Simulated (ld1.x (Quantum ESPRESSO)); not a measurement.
Logarithmic derivatives: B, RRKJ

```
Element                 : boron
Generator               : ld1.x (Quantum ESPRESSO) 7.5
Type                    : norm-conserving RRKJ (Kleinman–Bylander form)
Functional              : PBE
Relativity              : scalar-relativistic
Frozen core             : [He]
Valence charge          : 3
Reference configuration : 2s1.5 2p0 (charge +1.5)
Partial waves           : 2p (bound, empty): rc 2.25 bohr; 3d channel at 0.4 Ry: rc 1.90 bohr; 2s (bound): rc 1.40 bohr
Local potential         : the s channel
Core correction         : none
```

The phase is arctan(r·u′/u) with u = r·R(r), unwrapped; energies in Ry, scanned from -4 to 5 Ry. A pole is an energy at which the radial function vanishes at the test radius. The pseudo phase is shifted by a multiple of π to meet the all-electron one at the reference energy, and phase errors are pseudo minus all-electron; the curves can meet again beyond the range given. Levels narrower than the energy grid can be missing from the lists of poles.

For each channel, where are the poles, and over which energies does the pseudopotential scatter like the atom?

```
channel  radius (bohr)  reference energy (Ry)  poles, all-electron  poles, pseudo  unbroken range about the reference energy with phases within 0.05 rad  phase error 1 Ry above the reference energy (rad)
      s           2.45                  -1.87                -1.23          -1.23                                                              below 1.2                                             -0.001
      p           2.45                  -1.42          -0.86, 4.56          -0.85                                                              below 0.6                                             +0.007
      d           2.45                   0.40                 2.33           2.34                                                              below 4.9                                             +0.000
```

Phases in the s channel:

```
E (Ry)  all-electron  pseudo
 -4.00         1.283   1.282
 -3.76         1.261   1.261
 -3.52         1.233   1.233
 -3.28         1.195   1.195
 -3.04         1.140   1.140
 -2.80         1.053   1.052
 -2.56         0.889   0.888
 -2.32         0.501   0.500
 -2.08        -0.407  -0.407
 -1.84        -1.116  -1.116
 -1.60        -1.391  -1.391
 -1.36        -1.523  -1.523
 -1.12        -1.603  -1.603
 -0.88        -1.660  -1.661
 -0.64        -1.707  -1.709
 -0.40        -1.750  -1.752
 -0.16        -1.793  -1.796
  0.08        -1.839  -1.843
  0.32        -1.893  -1.900
  0.56        -1.960  -1.971
  0.80        -2.050  -2.070
  1.04        -2.181  -2.216
  1.28        -2.387  -2.454
  1.52        -2.724  -2.849
  1.76        -3.214  -3.380
  2.00        -3.695  -3.832
  2.24        -4.020  -4.113
  2.48        -4.217  -4.282
  2.72        -4.341  -4.389
  2.96        -4.425  -4.464
  3.20        -4.486  -4.518
  3.44        -4.531  -4.560
  3.68        -4.567  -4.593
  3.92        -4.597  -4.621
  4.16        -4.622  -4.645
  4.40        -4.643  -4.665
  4.64        -4.661  -4.684
  4.88        -4.678  -4.701
```
